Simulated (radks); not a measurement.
The silicon ion Si+ inside a hard spherical wall (all orbitals vanish at R), configuration held at [Ne] 3s2 3p1 and not refilled when levels cross. Calculated with a radial shooting solver on a logarithmic mesh with Libxc functionals: scalar-relativistic Kohn-Sham, LDA (Slater exchange, Perdew-Wang correlation), spin-polarised, spherical densities, point nucleus; open shells are filled with parallel spins first. Eigenvalues in eV for spin up, with the zero of energy where the potential of the charges vanishes at infinity; a dash marks a level that is unbound or too diffuse for the functional's potential to be trusted. A positive occupied level is held by the wall or, in an anion where self-interaction has pushed it up, behind a barrier. The pressure on the wall is -dE/dV.

| R (bohr) | E (hartree) | kinetic (hartree) | e(2s) | e(2p) | e(3s) | e(3p) | e(4s, empty) | e(3d, empty) | pressure (GPa) |
|---|---|---|---|---|---|---|---|---|---|
| free | -288.54219 | 288.993 | -148.25 | -105.15 | -19.504 | -12.122 | -4.498 | -3.862 | 0 |
| 15 | -288.54219 | 288.993 | -148.25 | -105.15 | -19.504 | -12.122 | -4.495 | -3.861 | < 0.0001 |
| 12 | -288.54219 | 288.993 | -148.25 | -105.15 | -19.504 | -12.122 | -4.461 | -3.850 | < 0.0001 |
| 4 | -288.38932 | 289.823 | -144.76 | -101.64 | -16.771 | -8.374 | 18.777 | 3.350 | 36.2 |
| 3.5 | -288.19799 | 290.607 | -142.25 | -99.118 | -14.159 | -5.031 | 33.153 | 7.707 | 107 |
| 3 | -287.75592 | 292.150 | -138.20 | -95.022 | -8.749 | 1.520 | 58.596 | 15.187 | 343 |
| 2 | -283.80308 | 303.089 | -120.25 | -76.608 | 33.720 | 47.034 | 208.64 | 55.669 | 5520 |
